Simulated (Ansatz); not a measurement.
Computed with Ansatz.

A structure relaxed at PBE0-D4/def2-TZVP, charge 0, multiplicity 1:

```csv
atom,x (Å),y (Å),z (Å)
C1,-1.392,0.122,-0.780
C2,-0.020,0.772,-0.553
Si3,1.247,0.137,-1.774
Al4,0.689,0.551,1.272
Al5,-0.410,-1.144,2.900
H6,-2.152,0.507,-0.093
H7,-1.349,-0.962,-0.632
H8,-1.767,0.284,-1.796
H9,-0.068,1.857,-0.727
H10,1.593,-1.284,-1.466
H11,0.728,0.169,-3.171
H12,2.503,0.933,-1.708
H13,1.948,1.453,1.666
H14,-1.593,-0.723,3.886
H15,0.043,-2.672,2.975
```

Task: Give its formula and SMILES.

Result: C2H10Al2Si, `C[CH]([SiH3])[AlH][AlH2]`.

Task: Point group (tolerance 0.08 Å, 0.16 Å for H)?

Result: C1.

Task: Summarise the bond lengths by kind.

Result: 1 × C–C 1.535 Å; 4 × C–H 1.094 to 1.100 Å; 1 × C–Si 1.870 Å; 1 × Al–C 1.970 Å; 3 × H–Si 1.488 to 1.494 Å; 1 × Al–Al 2.594 Å; 3 × Al–H 1.596 to 1.598 Å.
